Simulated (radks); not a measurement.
Values are calculated unless marked as measured or tabulated.
Lu38+, configuration [Ar] 3d10 4s2 4p3 (the NIST ground configuration).

Level of theory: non-relativistic Kohn-Sham, LB94 model potential, spin-polarised, spherical densities, point nucleus; open shells are filled with parallel spins first (spin-orbit coupling, left out, can overturn this in heavy ions); relativity is left out, which matters for an element this heavy (a radial shooting solver on a logarithmic mesh with Libxc functionals).

Energy parts (hartree):
part                   energy
kinetic            12993.6274
electron-nucleus  -28619.2136
Hartree             2869.1077
(The LB94 potential has no energy functional, so no total or exchange-correlation energy is given.)

Orbitals (lengths in bohr, moments of r in powers of bohr; <r^-3> diverges for s and p1/2; r(max) is where P^2 peaks):
orbital  occ.  eigenvalue (hartree)       <r^4>  <r^-3>   r(max)      <r>
1s up       1             -2217.759   9.303e-07       -  0.01416  0.02133
1s down     1             -2217.758   9.302e-07       -  0.01416  0.02132
2s up       1             -413.3238   0.0001518       -  0.07714  0.09011
2s down     1             -413.2742   0.0001518       -  0.07715  0.09011
2p up       3             -398.5111  0.00009563   12550  0.05991  0.07623
2p down     3             -398.4229  0.00009566   12540  0.05992  0.07624
3s up       1             -138.6437    0.005007       -   0.2113   0.2266
3s down     1             -138.6383    0.005025       -   0.2115   0.2268
3p up       3             -131.8910    0.004447    2735   0.1991   0.2162
3p down     3             -131.8696    0.004465    2728   0.1993   0.2165
3d up       5             -119.4634    0.002984   481.0   0.1569   0.1894
3d down     5             -119.4368    0.002995   480.4   0.1568   0.1896
4s up       1             -66.69058     0.07073       -   0.4441   0.4498
4s down     1             -66.51087     0.06989       -   0.4425   0.4480
4p up       3             -63.79860     0.07066   882.6   0.4399   0.4464
4p down     0             -63.63520     0.06971   899.8   0.4380   0.4444
4d up       0             -58.73993     0.06683   150.2   0.4221   0.4337
4d down     0             -58.63219     0.06560   153.2   0.4195   0.4311
5s up       0             -39.56391      0.5217       -   0.7777   0.7482
5s down     0             -39.40431      0.5250       -   0.7779   0.7498

The highest occupied level is 4p up at -1736.0 eV. Spin moment in Bohr magnetons: 3. The spin density at the nucleus is -6.27 e/bohr^3 (1s -4.59, 2s 5.11, 3s 9.08, 4s -15.87). The electron density at the nucleus is 2.565e+05 e/bohr^3. For comparison, the ionisation energy in NIST's Atomic Spectra Database is 1747 eV (theoretical). In exact Kohn-Sham theory the highest level is minus the ionisation energy, but local and semilocal functionals leave it too shallow, through self-interaction and a potential that decays too fast; potentials with the right tail come closer. The density falls to 0.001 e/bohr^3 at r = 1.08 bohr. Summed over all electrons, <r^2> = 2.048 bohr^2, which gives a Langevin (diamagnetic) susceptibility term of -1.62 x 10^-6 cm^3/mol.
